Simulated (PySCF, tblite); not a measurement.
A database entry of computed molecular properties. Lists by class give the value and the number of equivalent atoms.

```json
{
 "formula": "C6H12N2Si",
 "smiles": "CN(C)[Si@H]1C[C@H](C#N)C1",
 "inchi": "InChI=1S/C6H12N2Si/c1-8(2)9-4-6(3-7)5-9/h6,9H,4-5H2,1-2H3/t6-,9-",
 "charge": 0,
 "multiplicity": 1,
 "geometry_level": "GFN2-xTB",
 "atoms_angstrom": [
  ["C", -1.65, 0.787, -1.618],
  ["N", -1.353, 0.366, -0.27],
  ["C", -2.545, 0.219, 0.532],
  ["Si", 0.014, -0.627, 0.037],
  ["C", 1.678, 0.204, -0.379],
  ["C", 2.136, 0.027, 1.09],
  ["C", 3.08, -1.045, 1.2],
  ["N", 3.818, -1.917, 1.278],
  ["C", 0.792, -0.359, 1.756],
  ["H", -0.723, 0.928, -2.167],
  ["H", -2.197, 1.732, -1.594],
  ["H", -2.261, 0.05, -2.151],
  ["H", -3.212, -0.553, 0.133],
  ["H", -3.091, 1.166, 0.554],
  ["H", -2.268, -0.053, 1.547],
  ["H", -0.046, -2.043, -0.361],
  ["H", 2.331, -0.297, -1.09],
  ["H", 1.63, 1.256, -0.652],
  ["H", 2.59, 0.926, 1.515],
  ["H", 0.878, -1.219, 2.416],
  ["H", 0.39, 0.469, 2.336]
 ],
 "electronic_structure_code": "PySCF",
 "results": {
  "GFN2-xTB geometry": {
   "point_group": "Cs",
   "rotational_constants_GHz": [3.717, 0.718, 0.664]
  },
  "PBE0/pcSseg-1 ground state and GIAO shieldings, non-relativistic": {
   "dipole_D": 5.32,
   "homo_eV": -6.71,
   "lumo_eV": 0.3,
   "shift_vs_computed_TMS_C_by_class_ppm": [
    [130.4, 1],
    [38.5, 2],
    [22.3, 2],
    [16.2, 1]
   ],
   "shift_vs_computed_TMS_H_by_class_ppm": [
    [5.69, 1],
    [2.99, 1],
    [2.52, 6],
    [1.84, 2],
    [1.62, 2]
   ],
   "shielding_other_nuclei_by_class_ppm": [
    ["N", -30.3, 1],
    ["N", 241.7, 1],
    ["Si", 357.7, 1]
   ],
   "charges_hirshfeld_e_by_atom": [-0.07, -0.18, -0.07, 0.4, -0.16, 0.0, 0.09, -0.24, -0.16, 0.05, 0.04, 0.03, 0.03, 0.04, 0.05, -0.08, 0.04, 0.04, 0.06, 0.04, 0.04]
  },
  "GFN2-xTB harmonic vibrations, gas phase": {
   "strongest_ir_bands_cm-1_km_per_mol_modes": [
    [657.6, 110.1, 1],
    [772.2, 138.4, 1],
    [1036.7, 143.1, 1],
    [2187.8, 324.1, 1],
    [2402.2, 240.9, 1],
    [2907.2, 140.0, 2]
   ],
   "zpe_kcal_per_mol": 106.6
  }
 }
}
```

The rotational constants make it an asymmetric top with κ = (2B − A − C)/(A − C) = -0.96, nearer the prolate limit (−1).

 NMR classes are plain means over equivalent atoms (diastereotopic ones count apart unless rotation or inversion swaps them), as if these changed places fast; in this geometry the members of some classes differ.

For the NMR shielding job (PBE0/pcSseg-1), time: 1.7 min wall (with the writing of density and orbital grids); peak memory 0.91 GiB. Hardware: one thread, Arm Neoverse N1 (aarch64), no GPU, shared host with 64 logical CPUs at a one-minute load of 60.

The values belong to the conformer `[CH3:1][N:2]([CH3:3])[Si@H:4]1[CH2:5][C@H:6]([C:7]#[N:8])[CH2:9]1`: C1–N2–Si4–C5 63°.
